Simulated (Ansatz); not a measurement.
Molecule: C₄H₁₀B (charge 0, doublet). It need not be the lowest isomer of its formula. 
Geometry from a B3LYP-D3(BJ)/def2-TZVP (Ansatz, a program for electronic structure) optimisation:
```
B
C 1 1.5358
H 2 1.0898 1 119.02
C 2 1.4860 3 114.04 1 -179.78
H 4 1.0896 2 112.93 3 179.14
H 4 1.0975 5 108.21 2 123.26
H 4 1.0979 5 108.17 6 113.51
C 1 1.5744 2 119.98 3 -1.20
H 8 1.0918 1 114.97 2 -5.60
H 8 1.0960 9 108.33 1 124.83
H 8 1.0978 9 107.70 10 112.94
C 1 1.5786 2 120.37 3 179.58
H 12 1.0916 1 113.55 2 -167.47
H 12 1.0940 13 108.26 1 -126.52
H 12 1.0984 13 106.82 14 -113.15
```
Charge 0, spin multiplicity 2.

Dipole moments at this geometry, in debye (magnitudes).

```tsv
level	program	dipole (D)
SVWN5/def2-TZVPD	Ansatz	1.14
PBE/def2-TZVPD	Ansatz	1.07
BLYP/def2-TZVPD	Ansatz	1.07
B3LYP/def2-TZVPD	Ansatz	0.99
PBE0/def2-TZVPD	Ansatz	0.96
r2SCANh/def2-TZVPD	Ansatz	0.91
HSE06/def2-TZVPD	Ansatz	0.97
CAM-B3LYP/def2-TZVPD	Ansatz	0.95
LC-wPBE/def2-TZVPD	Ansatz	0.89
CCSD(T)/aug-cc-pVDZ	Ansatz	…
```

Task: Fill in the missing entries.

Result: 
- CCSD(T)/aug-cc-pVDZ, dipole (D): 0.93
